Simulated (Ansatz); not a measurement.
Cost and result for the atomization energy of `C[CH2][GeH]([CH2]C)[N](C)C` (25 atoms, 24 bonds).

| atom | x (Å) | y (Å) | z (Å) |
| --- | --- | --- | --- |
| C1 | 0.1805 | 0.2991 | 3.0034 |
| C2 | 0.6886 | -0.4260 | 1.7640 |
| Ge3 | -0.5580 | -0.4240 | 0.2499 |
| C4 | -0.3436 | -2.0102 | -0.8783 |
| C5 | 1.0403 | -2.1054 | -1.5067 |
| N6 | -0.1760 | 1.0443 | -0.8145 |
| C7 | -0.9898 | 1.2083 | -1.9938 |
| C8 | 0.0830 | 2.3026 | -0.1609 |
| H9 | -0.7525 | -0.1395 | 3.3657 |
| H10 | -0.0196 | 1.3549 | 2.8043 |
| H11 | 0.9054 | 0.2527 | 3.8211 |
| H12 | 0.9000 | -1.4738 | 1.9998 |
| H13 | 1.6323 | 0.0035 | 1.4149 |
| H14 | -2.0195 | -0.3507 | 0.7885 |
| H15 | -1.1216 | -2.0011 | -1.6469 |
| H16 | -0.5502 | -2.8830 | -0.2508 |
| H17 | 1.2595 | -1.2256 | -2.1159 |
| H18 | 1.8220 | -2.1705 | -0.7449 |
| H19 | 1.1333 | -2.9884 | -2.1453 |
| H20 | -1.9882 | 1.6308 | -1.7846 |
| H21 | -0.4952 | 1.8832 | -2.7040 |
| H22 | -1.1332 | 0.2513 | -2.5015 |
| H23 | 0.7529 | 2.1662 | 0.6906 |
| H24 | -0.8287 | 2.8092 | 0.2023 |
| H25 | 0.5782 | 2.9923 | -0.8566 |

Charge 0, multiplicity 1. Correlated methods include outer-core shells of Ge, which these sets cover unevenly. Scalar relativity is left out up to krypton. All single points use the PBE0-D4/def2-TZVP geometry. It is one conformer, not always the lowest. Program: Ansatz. All runs use 4 threads of an AMD EPYC 7R13 on a shared host and a share of an NVIDIA H100 80 GB. Times are those of one run each, without the atoms' runs, and a repeat can differ threefold. Electronic energies, without spin–orbit coupling; frozen cores. CCSD(T)/CBS adds CCSD(T) − MP2 in def2-TZVPP to the MP2 limit, and its time is that of the two runs behind it. T1 = 0.010. With those shells the extrapolation isn't a true limit. B3LYP takes the VWN-RPA correlation (the form of Gaussian; ORCA's B3LYP/G). HSE06 is the plane-wave form, built on full-range PBE exchange.

CCSD(T)/CBS is a level of theory with its own doubt, some kJ/mol a heavy atom from the limit and from the frozen cores, so smaller differences don't rank the functionals.

```json
{"level": "BLYP-D4/def2-TZVPP", "functions": "503", "wall time": "5 s", "atomization (kJ/mol)": "9334.2", "difference from CCSD(T)/CBS": "-58.1", "per bond": "-2.4"}
{"level": "r2SCAN-D4/def2-TZVPP (with forces)", "functions": "503", "wall time": "5.5 s", "atomization (kJ/mol)": "9386.9", "difference from CCSD(T)/CBS": "-5.4", "per bond": "-0.2"}
{"level": "PBE-D4/def2-TZVPP (with forces)", "functions": "503", "wall time": "7 s", "atomization (kJ/mol)": "9523.6", "difference from CCSD(T)/CBS": "131.3", "per bond": "5.5"}
{"level": "B3LYP-D4/def2-TZVPP (with forces)", "functions": "503", "wall time": "8 s", "atomization (kJ/mol)": "9391.3", "difference from CCSD(T)/CBS": "-1.0", "per bond": "0.0"}
{"level": "PBE0-D4/def2-TZVPP", "functions": "503", "wall time": "8.6 s", "atomization (kJ/mol)": "9421.7", "difference from CCSD(T)/CBS": "29.4", "per bond": "1.2"}
{"level": "PBE-QIDH/def2-TZVPP", "functions": "503", "wall time": "11 s", "atomization (kJ/mol)": "9357.2", "difference from CCSD(T)/CBS": "-35.1", "per bond": "-1.5"}
{"level": "ωB97X-V/def2-TZVPP", "functions": "503", "wall time": "12 s", "atomization (kJ/mol)": "9408.8", "difference from CCSD(T)/CBS": "16.5", "per bond": "0.7"}
{"level": "HSE06-D4/def2-TZVPP", "functions": "503", "wall time": "12 s", "atomization (kJ/mol)": "9426.1", "difference from CCSD(T)/CBS": "33.8", "per bond": "1.4"}
{"level": "CCSD(T)/def2-SVP", "functions": "215", "wall time": "13 s", "atomization (kJ/mol)": "8978.2", "difference from CCSD(T)/CBS": "-414.1", "per bond": "-17.3"}
{"level": "CAM-B3LYP-D4/def2-TZVPP", "functions": "503", "wall time": "14 s", "atomization (kJ/mol)": "9429.0", "difference from CCSD(T)/CBS": "36.7", "per bond": "1.5"}
{"level": "MP2/def2-QZVPP", "functions": "998", "wall time": "17 s", "atomization (kJ/mol)": "9371.8", "difference from CCSD(T)/CBS": "-20.5", "per bond": "-0.9"}
{"level": "CCSD(T)/def2-TZVPP", "functions": "503", "wall time": "62 s", "atomization (kJ/mol)": "9197.4", "difference from CCSD(T)/CBS": "-194.9", "per bond": "-8.1"}
{"level": "CCSD(T)/CBS(def2)", "functions": "–", "wall time": "78 s", "atomization (kJ/mol)": "9392.3", "difference from CCSD(T)/CBS": "0.0", "per bond": "0.0"}
```

At CCSD(T), def2-SVP lies −414.1 kJ/mol from the extrapolated value and def2-TZVPP −194.9 kJ/mol: correlation converges slowly with the basis, and small sets miss more of it in the bonded molecule than in its fragments. From PBE to PBE0 (25 % exact exchange), in def2-TZVPP and without D4, the atomization energy moves by −93.4 kJ/mol: exact exchange takes away binding that semilocal exchange gives to molecules. The D4 term adds +95.2 kJ/mol with B3LYP and +51.9 kJ/mol with PBE0; it sums over pairs of atoms, weighted by their polarisabilities, and B3LYP, whose exchange is more repulsive, gets the larger term.
